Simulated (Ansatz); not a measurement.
Start from `C[N](C)[Sc]([Cl])[N](C)C` and change one element to get `C[N](C)[Y]([Cl])[N](C)C`.

Ansatz, PBE0-D4/def2-TZVP geometries, multiplicity 1. Each molecule was computed in one conformer, which needn't be the lowest.

Elements past krypton have def2 core potentials. Scalar relativity is left out up to krypton.

```json
{"property": "HOMO–LUMO gap (B3LYP/def2-TZVPP) / eV", "`C[N](C)[Sc]([Cl])[N](C)C`": "4.17"}
{"property": "LUMO energy (ωB97M-V/def2-TZVPP) / eV", "`C[N](C)[Sc]([Cl])[N](C)C`": "-0.07"}
{"property": "HOMO–LUMO gap (PBE/def2-TZVPP) / eV", "`C[N](C)[Sc]([Cl])[N](C)C`": "2.63"}
{"property": "size of the dipole moment (PBE/def2-TZVPP) / D", "`C[N](C)[Sc]([Cl])[N](C)C`": "3.19"}
{"property": "HOMO energy (PBE/def2-TZVPP) / eV", "`C[N](C)[Sc]([Cl])[N](C)C`": "-5.03"}
{"property": "LUMO energy (PBE/def2-TZVPP) / eV", "`C[N](C)[Sc]([Cl])[N](C)C`": "-2.40"}
```

Q: Give the same properties after the change, and the shifts. (An estimate is asked.)

A: Computed: 
```tsv
property	`C[N](C)[Y]([Cl])[N](C)C`	shift
HOMO–LUMO gap (B3LYP/def2-TZVPP) / eV	3.87	-0.30
LUMO energy (ωB97M-V/def2-TZVPP) / eV	-0.33	-0.26
HOMO–LUMO gap (PBE/def2-TZVPP) / eV	2.46	-0.17
size of the dipole moment (PBE/def2-TZVPP) / D	3.10	-0.09
HOMO energy (PBE/def2-TZVPP) / eV	-4.81	0.22
LUMO energy (PBE/def2-TZVPP) / eV	-2.35	0.05
```

With PBE0 the HOMO rises by 0.25 eV and the LUMO falls by 0.07 eV, so the gap narrows by about 0.32 eV. PBE moves the HOMO by 0.22 eV and ωB97M-V by 0.26 eV. Dipoles are sizes alone; their direction can turn.

B3LYP here is the variant with VWN-RPA as its local correlation; programs differ in this.
